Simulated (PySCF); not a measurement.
**Electron correlation in N (nitrogen, neutral)**

[He] 2s2 2p3, high-spin 4S determinant. Calculation: PySCF 2.14, in x2c-SVPall; scalar relativity by spin-free X2C-1e. Frozen: 1s2; 5 electrons correlated.

MP2 pair energies summed by pair of shells (mhartree):

| pair | energy | share (%) |
| --- | --- | --- |
| 2s-2p | -44.39 | 63.8 |
| 2p-2p | -17.60 | 25.3 |
| 2s-2s | -7.63 | 11.0 |

Total MP2 correlation energy: -69.63 mhartree.

Same-spin part -21.22 and opposite-spin part -48.41 mhartree; SCS-MP2 scales them by 1/3 and 6/5 to -65.16 mhartree.

```json
{"level": "CCSD", "correlation energy (mhartree)": "-84.52"}
{"level": "(T)", "correlation energy (mhartree)": "-0.71"}
{"level": "CCSD(T)", "correlation energy (mhartree)": "-85.23"}
```

Diagnostics: T1 = 0.0042, D1 = 0.0115, largest double amplitude 0.037.

Question: Is a single reference adequate?

Answer: Yes: T1 lies below 0.03 and no double amplitude reaches 0.07.
